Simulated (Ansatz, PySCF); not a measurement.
Dimer: C2H2 (SMILES C#C) (first 4 atoms) with CH2F2 (SMILES FCF); geometry from B3LYP-D3(BJ)/def2-TZVP, rigid monomers moved along the line of their centres of mass till H4···F5 is 3.45 Å.
(charge 0, multiplicity 1):
```json
[
 {"atom": "C", "x (Å)": "0.5992", "y (Å)": "0.0170", "z (Å)": "-0.6972"},
 {"atom": "C", "x (Å)": "-0.3521", "y (Å)": "-0.0636", "z (Å)": "0.0254"},
 {"atom": "H", "x (Å)": "1.4373", "y (Å)": "0.0858", "z (Å)": "-1.3471"},
 {"atom": "H", "x (Å)": "-1.1855", "y (Å)": "-0.1347", "z (Å)": "0.6829"},
 {"atom": "F", "x (Å)": "-1.1392", "y (Å)": "0.0966", "z (Å)": "4.1255"},
 {"atom": "C", "x (Å)": "0.1873", "y (Å)": "0.0691", "z (Å)": "4.4600"},
 {"atom": "F", "x (Å)": "0.4242", "y (Å)": "-1.0662", "z (Å)": "5.1713"},
 {"atom": "H", "x (Å)": "0.3988", "y (Å)": "0.9321", "z (Å)": "5.0927"},
 {"atom": "H", "x (Å)": "0.7736", "y (Å)": "0.0425", "z (Å)": "3.5412"}
]
```

Counterpoise-corrected where a basis set is named; no monomer relaxation. Rows marked so take none.

Cores are frozen in the correlated methods. Rows in 6-31G* carry no dispersion term and start afresh at each structure (6-31G* with six Cartesian d functions).

Run with Ansatz (Gaussian orbitals); PySCF for 6-31G* rows, the dispersion terms. Values without a source in brackets are computed.

Question: What is the computed interaction energy (BP86/6-31G* (no counterpoise))?

Answer: -0.6 kcal/mol

Ansatz is a quantum-chemistry and plane-wave program.
